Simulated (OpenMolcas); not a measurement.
## Cu4+: moving or changing the point charges

Cu4+ among 5 point charges of -2 e arranged as a trigonal bipyramid (D3h), 1.95 Å from the ion, with the axial distance 1.696 Å.

```yaml
Program: OpenMolcas
Method: CASSCF
Basis: ANO-RCC-VDZP [5s4p2d1f]
Scalar_Hamiltonian: DKH2, point nucleus
Active_space: 7 electrons in 5 orbitals (3d)
State_averaging: 2S+1 = 4 even, 10 roots; 2S+1 = 2 even, 40 roots
Spin-orbit_coupling: RASSI with atomic mean-field integrals over the reference wave functions
```

Runs around this geometry, states (labels of D3, the rotations of D3h). Energies in cm-1 above the lowest state or level, χT in cm3 K/mol.

```
R (Å)  q (e)  Axial / equatorial distance  Ground state  First state of that spin  First gap with spin-orbit (degeneracies)  χT at 300 K  First state of another spin
 1.95     -1                         0.87      2S+1 = 4                 4A2 959.3                              800.1 (2, 2)        5.005                     2E 24640
 1.85     -2                         0.87      2S+1 = 4                  4A2 1862                              960.8 (2, 2)        4.880                     2E 23904
 1.95     -2                         0.87      2S+1 = 4                  4A2 1720                              935.5 (2, 2)        4.902                     2E 24318
 2.04     -2                         0.87      2S+1 = 4                  4A2 1595                              907.8 (2, 2)        4.924                     2E 24536
 1.95     -2                         0.94      2S+1 = 4                  4A2 1019                              882.6 (2, 2)        4.943                     2E 24525
```

Taking the first state of the same spin as R^-n, n = -ln(1595 / 1862) / ln(2.04 / 1.85) = 1.6 between the shortest and longest distance.

Scaling the charges by -1 / -2 = 0.50 scales the first state of the same spin by 959.3 / 1720 = 0.56; with fixed orbitals a first-order splitting would follow the charge.

An orbital doublet at a regular site is open to a Jahn-Teller distortion, which this geometry leaves out. Without dynamic correlation the repulsion within the d shell is too large (B by tens of per cent), so at a given field states of lower spin stand too high. Point charges give a weaker field than real ligands, and real ions of this kind are often low spin; the high spin found here belongs to the model. The ground term spreads over less than 5000 cm-1, several times less than with real ligands, so orbital moments are less quenched and χT lies further from the spin-only value than at real sites (holds for R = 1.95, q = -1, ratio = 0.87; R = 1.95, q = -2, ratio = 0.87; R = 2.04, q = -2, ratio = 0.87; R = 1.95, q = -2, ratio = 0.94). This is an electrostatic model: the charges have no orbitals. An unlabelled pair can be two single states that coincide in this model. No measured value stands beside these numbers.

A state without a sure symmetry label is named by its multiplicity alone.
